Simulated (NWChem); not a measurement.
Everything below was run with NWChem. System: ClI, charge 0, spin multiplicity 1, displaced from the optimised geometry. Level: BP86/def2-TZVP with def2 effective core potentials on I.

Input file:

```
start mol
memory heap 200 mb stack 900 mb global 1100 mb
geometry units angstroms nocenter noautoz
  Cl     0.000000     0.000000     1.819993
  I      0.000000     0.000000    -0.583771
  symmetry group C2v
end
basis spherical
  * library def2-tzvp
end
ecp
  I library def2-ecp
end
dft
  xc becke88 perdew86
  semidirect memsize 60000000 filesize 0
  iterations 100
  grid xcoarse
end
task dft gradient
```

Output (cleaned and shortened):

```
             Northwest Computational Chemistry Package (NWChem) 7.3.0
             --------------------------------------------------------

                                NWChem Input Module
                                -------------------

 Scaling coordinates for geometry "geometry" by  1.889725989
 (inverse scale =  0.529177249)

 Turning off AUTOSYM since
 SYMMETRY directive was detected!

                             Geometry "geometry" -> ""
                             -------------------------

 Output coordinates in angstroms (scale by  1.889725989 to convert to a.u.)

  No.       Tag          Charge          X              Y              Z
 ---- ---------------- ---------- -------------- -------------- --------------
    1 Cl                  17.0000     0.00000000     0.00000000     1.81999300
    2 I                   53.0000     0.00000000     0.00000000    -0.58377100

 Effective nuclear repulsion energy (a.u.)     198.3508786007

            Nuclear Dipole moment (a.u.)
            ----------------------------
        X                 Y               Z
 ---------------- ---------------- ----------------
     0.0000000000     0.0000000000     0.0000340151

      Symmetry information
      --------------------

 Group name             C2v
 Group number             16
 Group order               4
 No. of unique centers     2

      Symmetry unique atoms

     1    2


 Summary of "ao basis" -> "" (spherical)
 ------------------------------------------------------------------------------
       Tag                 Description            Shells   Functions and Types
 ---------------- ------------------------------  ------  ---------------------
 *                         def2-tzvp                  on all atoms

 Summary of "ao basis" -> "ao basis" (spherical)
 ------------------------------------------------------------------------------
       Tag                 Description            Shells   Functions and Types
 ---------------- ------------------------------  ------  ---------------------
 Cl                        def2-tzvp                13       37   5s5p2d1f
[...]
     2   1 1 0     -0.000000     -0.000000     -0.000000      0.000000
     2   1 0 1      0.000000      0.000000      0.000000      0.000000
     2   0 2 0    -29.706641    -14.853320    -14.853320      0.000000
     2   0 1 1      0.000000      0.000000      0.000000      0.000000
     2   0 0 2    -26.619845   -129.066117   -129.066117    231.512390

            General Information
            -------------------
          SCF calculation type: DFT
          Wavefunction type:  closed shell.
          No. of atoms     :     2
          No. of electrons :    42
           Alpha electrons :    21
            Beta electrons :    21
          Charge           :     0
          Spin multiplicity:     1
          Use of symmetry is: on ; symmetry adaption is: on
          Maximum number of iterations: 100
          AO basis - number of functions:    87
                     number of shells:    29
          Convergence on energy requested:  1.00D-06
          Convergence on density requested:  1.00D-05
          Convergence on gradient requested:  5.00D-04

              XC Information
              --------------
                    Becke 1988 Exchange Functional  1.000
                Perdew 1981 Correlation Functional  1.000 local
                Perdew 1986 Correlation Functional  1.000 non-local

             Grid Information
             ----------------
          Grid used for XC integration:  xcoarse
          Radial quadrature: Mura-Knowles
          Angular quadrature: Lebedev.
          Tag              B.-S. Rad. Rad. Pts. Rad. Cut. Ang. Pts.
          ---              ---------- --------- --------- ---------
          Cl                  1.00       42           8.0       194
          I                   1.40       84           8.0       194
          Grid pruning is: on
          Number of quadrature shells:   126
          Spatial weights used:  Erf1

          Convergence Information
          -----------------------
          Convergence aids based upon iterative change in
          total energy or number of iterations.
          Levelshifting, if invoked, occurs when the
          HOMO/LUMO gap drops below (HL_TOL):  1.00D-02
          DIIS, if invoked, will attempt to extrapolate
          using up to (NFOCK): 10 stored Fock matrices.

                    Damping( 0%)  Levelshifting(0.5)       DIIS
                  --------------- ------------------- ---------------
          dE  on:    start            ASAP                start
          dE off:    2 iters        100 iters           100 iters

      Screening Tolerance Information
      -------------------------------
          Density screening/tol_rho:  1.00D-10
          AO Gaussian exp screening on grid/accAOfunc:  14
          CD Gaussian exp screening on grid/accCDfunc:  20
          XC Gaussian exp screening on grid/accXCfunc:  20
          Schwarz screening/accCoul:  1.00D-08

                            NWChem DFT Gradient Module
                            --------------------------

  charge          =   0.00
  wavefunction    = closed shell

  Using symmetry

                         DFT ENERGY GRADIENTS

    atom               coordinates                        gradient
                 x          y          z           x          y          z
   1 Cl      0.000000   0.000000   3.439288    0.000000   0.000000   0.013557
   2 I       0.000000   0.000000  -1.103167    0.000000   0.000000  -0.013557

                 ----------------------------------------
                 |  Time  |  1-e(secs)   |  2-e(secs)   |
                 ----------------------------------------
                 |  CPU   |       0.03   |       7.12   |
                 ----------------------------------------
                 |  WALL  |       0.03   |       7.12   |
                 ----------------------------------------

 Task  times  cpu:       11.0s     wall:       11.0s

 Total times  cpu:       11.0s     wall:       11.0s
```
